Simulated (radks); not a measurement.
Question: Excited configurations of Te XLI: one electron is placed in a higher orbital outside [Ne] 3s1. The ground configuration is [Ne] 3s2. Method: Dirac Kohn-Sham, PBE, spin-unpolarised, spherical densities, point nucleus; open shells are shared between the two j in proportion to 2j + 1; computed with a radial shooting solver on a logarithmic mesh with Libxc functionals. Excitation = E - E(ground); binding = E(ion) - E, where the ion is the core of charge +41; n* = 41/sqrt(2 binding) in atomic units. These energies are relativistic, and a one-electron ion of charge +41 with no core already has n* below n in this formula (Dirac formula, point nucleus, mean over j: 3p 2.981, 3d 2.993, 4s 3.963, 4p 3.978, 5s 4.961, 5p 4.976, 5d 4.989, 6d 5.988, 6f 5.993, 7d 6.987). The quantum defect is therefore taken as that value minus n*, so that it holds no relativistic shift of the bare ion. Eigenvalue and <r> are those of j = l + 1/2.

| outer orbital | excitation (eV) | binding (eV) | n* | quantum defect | eigenvalue (eV) | <r> (bohr) |
|---|---|---|---|---|---|---|
| 3p | 142.94 | 2823.9 | 2.846 | 0.135 | -2758.5 | 0.2766 |
| 4s | 1363.7 | 1603.2 | 3.777 | 0.186 | -1583.9 | 0.5224 |
| 4p | 1422.3 | 1544.6 | 3.848 | 0.130 | -1515.0 | 0.5218 |
| 5s | 1962.8 | 1004.1 | 4.773 | 0.188 | -992.46 | 0.8342 |
| 5p | 1992.1 | 974.74 | 4.844 | 0.132 | -958.21 | 0.8396 |
| 5d | 2023.3 | 943.51 | 4.923 | 0.065 | -930.05 | 0.8156 |
| 6d | 2314.0 | 652.80 | 5.919 | 0.069 | -644.39 | 1.211 |
| 6f | 2323.9 | 642.97 | 5.964 | 0.029 | -634.46 | 1.156 |
| 7d | 2488.6 | 478.29 | 6.915 | 0.072 | -472.46 | 1.680 |

Estimate the row for 3d.

Answer: excitation (eV) 307.53; binding (eV) 2659.3; n* 2.933; quantum defect 0.061; eigenvalue (eV) -2604.6; <r> (bohr) 0.2425. The Delta-SCF ionisation energy is 2966.8 eV (NIST Atomic Spectra Database: 2954 eV, theoretical). Self-interaction in the functional shifts the binding energies and quantum defects, so they are the method's values and not measured ones. Spin polarisation and multiplet splitting are left out, so open shells lie too high by an amount that depends on their filling.

Beside tabulated values, note that spin-unpolarised runs miss the spin-polarisation part of the exchange energy of open shells.
